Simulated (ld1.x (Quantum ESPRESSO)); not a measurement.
# Varying the TM semilocal potential for strontium

Base potential:

ld1.x (Quantum ESPRESSO) 7.5 input, shortened:

```
&input
   title='Sr', zed=38., rel=1, dft='BLYP', iswitch=3,
   config='[Kr] 4d0 5s2 5p0'
 /
 &inputp
   pseudotype=1, tm=.true., lloc=0,
   nlcc=.true.
 /
3
4P  2  1   6.00   0.00  2.35  2.35  0.0
4D  3  2   0.00   0.00  0.55  0.55  0.0
4S  1  0   2.00   0.00  1.75  1.75  0.0
 &test
   configts(1)='4s2 4p6 4d0 5s2 5p0'
 /
```

Occupied shells without a wave of their own: 5s. They enter only through the test configuration that unscreens the potential, and ld1.x also counts them in the model core charge.

Cutoffs, loose and tight: the cutoffs (Ry, on a coarse ladder) from which the occupation-weighted sum of valence levels, in a spherical-Bessel basis at the reference potential, stays within 10 and 1 mRy of its value at 400 Ry. They do not see the model core or the augmentation charge, which bear on the density cutoff. Test errors are all-electron minus pseudo excitation energies from the reference, over the configurations 4s2 4p6 4d0 5s1 5p0; 4s2 4p6 4d0 5s0 5p0; 4s2 4p6 4d0 5s1.5 5p0; 4s2 4p6 4d0 5s0 5p2; 4s2 4p6 4d0 5s1 5p1; 4s2 4p6 4d0 5s0 5p1; 4s2 4p5 4d0 5s2 5p0. A dash means not determined; rows that change the core or the reference have their own tests.

With those shells counted twice in exchange and correlation these files are broken, and their errors move erratically; no question is asked of them.

Cutoffs are not given where the Bessel-basis levels miss the radial ones by over 6 mRy, ghosts where they miss by over 20 mRy; a channel whose overlap is not positive is not tested.

For the base: The 4d radius (0.55 bohr) lies inside the outermost node of the all-electron wave (0.65 bohr), which a nodeless pseudo-wave cannot match soundly.

A semilocal file is local in each channel, so a ghost entry of none says nothing of the separable form that plane-wave codes build from it.

The default core radius of the base comes out at 0.88 bohr.

| change | outcome | bound ghosts | largest test error (meV) |
| --- | --- | --- | --- |
| base | generated, misses its reference levels by 0.16 eV | not determined | -1075 |
| all radii but the core radius scaled by about 0.87 (s 1.52, p 2.04, d 0.48 bohr) | generated | not determined | -658 |
| core correction a·sin(br)/r model core inside 0.36 bohr | generated, misses its reference levels by 0.16 eV | not determined | -1075 |
| wave 4s (bound): rc 1.75 bohr becomes 4s (bound): rc 1.12 bohr | generated | not determined | -560 |
| functional PBE | generated, misses its reference levels by 0.15 eV | not determined | -1203 |
| wave 4p (bound): rc 2.35 bohr becomes 4p (bound): rc 2.58 bohr | generated, misses its reference levels by 0.16 eV | not determined | -1075 |
